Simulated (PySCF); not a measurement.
**Radial density of Tl²⁺ (thallium, charge +2)**

UHF, [Xe] 4f14 5d10 6s1, 2S determinant. Computed with PySCF 2.14 in aug-cc-pVDZ-PP with ECP60MDF (5s4p3d, 32 functions), with a scalar-relativistic core potential. This is the valence pseudo-density: the core potential removes the inner electrons and smooths the orbitals near the nucleus.

```
r (bohr)  4πr²ρ (e/bohr)  4πr²(ρα − ρβ)
  0.0448       1.473e-05         0.0000
  0.0754       6.663e-05         0.0000
   0.127       0.0004590         0.0000
   0.213        0.006354         0.0001
   0.359          0.2477         0.0057
   0.603           7.281         0.1148
    1.01           19.26        -0.0451
    1.71           6.164         0.4844
    2.87          0.6818         0.3494
    4.83         0.01609         0.0147
```

Energies and moments cover only the electrons outside the core potential. Spin-orbit coupling, which splits the p, d and f shells strongly at this Z, is absent.

Q: Where is the radial spin density 4πr²(ρα − ρβ) most negative, and why is it negative at all?

A: Around r = 1.01 bohr, down to -0.0451 e/bohr: exchange with the open shell polarises the paired shells in an unrestricted calculation.
